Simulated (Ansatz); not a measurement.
Mulliken charges of BH5O2SiTe (`OB(O)[Te][SiH3]`) from r2SCAN/def2-TZVPP in Ansatz (PBE0-D4/def2-TZVP geometry).

| atom | x (Å) | y (Å) | z (Å) | charge (e) |
| --- | --- | --- | --- | --- |
| O1 | 1.560 | 0.632 | 0.063 | -0.312 |
| B2 | 0.504 | 1.358 | -0.377 | 0.239 |
| O3 | 0.659 | 2.665 | -0.696 | -0.308 |
| Te4 | -1.536 | 0.597 | -0.668 | -0.028 |
| Si5 | -1.115 | -1.627 | 0.359 | 0.176 |
| H6 | 1.368 | -0.296 | 0.224 | 0.224 |
| H7 | 1.569 | 2.960 | -0.584 | 0.211 |
| H8 | 0.352 | -1.915 | 0.319 | -0.090 |
| H9 | -1.814 | -2.680 | -0.417 | -0.055 |
| H10 | -1.547 | -1.695 | 1.777 | -0.056 |

Q: By hand: the dipole of these point charges (1 e Å = 4.8032 D).

A: Σ q r = (0.070, -0.024, 0.008) e Å, of length 0.074 e Å = 0.36 D.

Q: How does the dipole of the full density compare? (Best estimate.)

A: Ansatz gave: (0.262, -0.188, 0.110) e Å, 1.64 D; the point charges give 0.22 times that, at 21° from its direction.

Point charges leave out the atoms' own dipoles, such as those of lone pairs, and Mulliken's split depends on the basis, so the two needn't agree.
